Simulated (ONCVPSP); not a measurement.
**Configuration tests for I (ONCV)**

iodine, optimised norm-conserving Vanderbilt (ONCV), made with ONCVPSP 4.0.1 (PBE, scalar-relativistic). Core [Ar] 3d10, reference 4s2 4p6 4d10 5s2 5p4 (charge +1). Waves: 4s+5s: rc 1.10 bohr, ncon 4, nbas 8, qcut 12.7 1/bohr, 2 projectors; 4p+5p: rc 1.15 bohr, ncon 3, nbas 8, qcut 11.4 1/bohr, 2 projectors; 4d: rc 1.40 bohr, ncon 3, nbas 7, qcut 10.8 1/bohr, 2 projectors, debl 2.5 Ha. Local part: polynomial inside 1.00 bohr (lpopt 5, dvloc0 0 Ha). Core correction: Teter function, fcfact 3, rcfact 1.2.

Energies are relative to the spin-unpolarised reference configuration 4s2 4p6 4d10 5s2 5p4; without spin polarisation the order of configurations can differ from experiment.

```
valence configuration  charge  ΔE all-electron (eV)  error AE − PS (meV)
 4s2 4p6 4d10 5s2 5p3      +2                19.846                 -4.6
 4s2 4p6 4d10 5s2 5p2      +3                49.175                  -12
 4s2 4p6 4d10 5s1 5p6       0                -0.717                 +1.7
```

(1) What are ΔE and the potential's error for 4s2 4p6 4d10 5s2 5p5?

Levels in the configuration 4s2 4p6 4d10 5s2 5p3:

```
level  all-electron (eV)  pseudo (eV)
   4s           -200.997     -201.004
   4p           -147.954     -147.961
   4d            -70.586      -70.586
   5s            -36.004      -36.003
   5p            -24.481      -24.481
```

Results:

(1) ΔE = -11.131 eV all-electron; the error (AE − PS) is +2.2 meV.
